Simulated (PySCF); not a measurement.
Potential energy of BeH⁺ along the bond

Set-up: PySCF, no relativity, basis sets Be def2-SVP, H def2-SVP. Energies in eV from Be⁺ + H in their ground configurations at the same level. State: ¹Σ⁺ (singlet), closed shell.

Curves on a restricted Hartree–Fock reference rise too fast on stretching and do not dissociate correctly.

```csv
R (Å),r²SCANh,RHF-CCSD,RHF-MP2
1.145,-2.617,,-2.316
1.199,-2.806,-2.705,-2.500
1.252,-2.915,-2.810,-2.603
1.292,-2.953,-2.847,-2.637
1.332,-2.962,-2.855,-2.641
1.372,-2.945,-2.839,-2.620
1.425,-2.890,-2.787,-2.559
1.492,-2.781,-2.684,-2.442
1.572,-2.606,-2.521,-2.258
1.678,-2.324,,-1.965
```

Q: Put a parabola through the three lowest points of the r²SCANh curve and estimate Re, k and ωe (reduced mass 0.9065 u; 1 eV/Å² = 0.16022 mdyn/Å; ωe = 1302.8·√(k/μ) cm⁻¹).

A: Through R = 1.292, 1.332, 1.372 Å the second-order coefficient is 8.13 eV/Å², so Re ≈ 1.326 Å, k ≈ 2.60 mdyn/Å and ωe ≈ 2208 cm⁻¹. A polynomial fit of higher order to the unrounded r²SCANh energies gives Re = 1.325 Å, k = 2.62 mdyn/Å, ωe = 2215 cm⁻¹; anharmonicity and rounding make the difference.

The higher-order fit for each curve: r²SCANh: Re = 1.325 Å, ωe = 2215 cm⁻¹, De = 2.96 eV; RHF-CCSD: Re = 1.324 Å, ωe = 2171 cm⁻¹, De = 2.86 eV; RHF-MP2: Re = 1.318 Å, ωe = 2252 cm⁻¹, De = 2.64 eV.

Correlated steps freeze no core orbitals. Correlated levels converge slowly with the basis: in double zeta they bind strong bonds too weakly, by up to about 1 eV, and carry superposition errors of some tenths. For an ion De counts to the pair picked by the measured ionisation energies or electron affinities, which need not be the lowest pair at this level. Where the molecule has an RHF reference, its open-shell atoms are computed with UHF.
